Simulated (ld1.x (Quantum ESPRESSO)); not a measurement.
**An all-electron radial function and its pseudo partner (tellurium)**

Columns: radius, all-electron u(r) and pseudo u(r) of the 5s shell (level -23.44 eV) of tellurium in the configuration [Kr] 4d10 5s2 5p3; PBE, scalar-relativistic, TM scheme, ld1.x (Quantum ESPRESSO) 7.5.

```
r (bohr)  all-electron  pseudo
   0.140        0.0123  0.0424
   0.280        0.2326  0.0851
   0.420       -0.1538  0.1282
   0.560       -0.3987  0.1731
   0.700       -0.3538  0.2228
   0.840       -0.1374  0.2829
   0.980        0.1269  0.3608
   1.120        0.3680  0.4612
   1.260        0.5571  0.5786
   1.400        0.6891  0.6905
   1.540        0.7693  0.7693
   1.680        0.8075  0.8075
   1.820        0.8131  0.8131
   1.960        0.7945  0.7945
   2.100        0.7591  0.7591
   2.240        0.7126  0.7126
   2.380        0.6597  0.6597
   2.520        0.6037  0.6037
   2.660        0.5471  0.5471
   2.800        0.4919  0.4919
   2.940        0.4393  0.4393
   3.080        0.3900  0.3900
   3.220        0.3445  0.3445
   3.360        0.3030  0.3030
   3.500        0.2656  0.2656
   3.640        0.2320  0.2320
```

Question: How many radial nodes do the two functions have?

Answer: The all-electron 5s function has n − l − 1 = 4 (the table is too coarse to show those close to the nucleus); the pseudo-wave has 0, since the states of the same l below it are removed with the core.

Question: At about which radius was the pseudo-wave matched?

Answer: 1.55 bohr, where the columns begin to agree (steps of 0.14 bohr).

Question: Is the pseudo-wave norm-conserving?

Answer: Yes: the TM scheme keeps the norm inside the radius equal to the all-electron one, which fixes the energy derivative of the logarithmic derivative at the level.
